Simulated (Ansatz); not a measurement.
Coupled-cluster run, CH4BI, SMILES `CBI`.

```yaml
crystal:
  periodic: [false, false, false]
  atoms:
    - {symbol: C, position_ang: [-0.639029, 0.008700, -0.392384]}
    - {symbol: B, position_ang: [0.712331, -0.201940, 0.327351]}
    - {symbol: I, position_ang: [1.547998, 1.262992, 1.618049]}
    - {symbol: H, position_ang: [-1.146962, 0.948578, -0.180482]}
    - {symbol: H, position_ang: [-0.474824, -0.072082, -1.474993]}
    - {symbol: H, position_ang: [-1.308304, -0.825807, -0.147344]}
    - {symbol: H, position_ang: [1.369988, -1.188441, 0.204202]}
basis:
  gaussian: {orbitals: def2-TZVPP}
correlation: {method: ccsd_t}
output: {orbitals: {seedname: orbitals}}
```

```sh
$ ansatz run in.yaml --threads 2 --pin off --events-out ev --progress --plain
```

The program prints (abridged):

```
Functional definition: HF
1160 factors; integrals over basis functions are off by at most 9.6e-4 eV
mean field evaluation 1: about -9837.4823 eV, gradient 2.5e1 eV
mean field evaluation 2: about -9837.5421 eV, gradient 2.5e1 eV
mean field evaluation 4: about -9839.3610 eV, gradient 2.4e0 eV
mean field evaluation 8: about -9839.3906 eV, gradient 2.2e-1 eV
mean field -9839.39091304 eV, -361.5909466754 hartree, gradient 2.5e-6 eV, S^2 0.000000; 0 other end points of the search recorded, 0 dependent functions left out
6 core orbitals not correlated: weight in the atoms' cores, before any rotation towards them, 1.000 or more for the frozen orbitals, at most 0.000 for the correlated occupied ones
reference -9839.39091304 eV, -361.5909466754 hartree; 14, 14 occupied and 148, 148 virtual orbitals, 1160 factors
second order -21.16581412 eV of doubles, -0.00000000 eV of singles
cycle   1  -20.48407854 eV  change    6.8e-1 eV  update   9.0e-2
cycle   2  -20.99533301 eV  change   -5.1e-1 eV  update   2.5e-2
cycle   3  -21.05856049 eV  change   -6.3e-2 eV  update   1.4e-2
cycle   4  -21.03538998 eV  change    2.3e-2 eV  update   4.3e-3
cycle   5  -21.03633954 eV  change   -9.5e-4 eV  update   2.7e-3
cycle   6  -21.03740984 eV  change   -1.1e-3 eV  update   7.6e-4
cycle   7  -21.03685570 eV  change    5.5e-4 eV  update   2.4e-4
cycle   8  -21.03692334 eV  change   -6.8e-5 eV  update   6.3e-5
cycle   9  -21.03697478 eV  change   -5.1e-5 eV  update   2.3e-5
cycle  10  -21.03696050 eV  change    1.4e-5 eV  update   6.6e-6
perturbative correction -0.60129728 eV, -0.0220972675 hartree
Total energy: -9861.02917081 eV, -362.3861379818 hartree
```

It took 30 s on 2 threads of a server CPU on a shared host, with 1.6 GiB of host memory at the peak.

Correlation energy per correlated electron: -0.773 eV. T1 diagnostic: 0.0109.
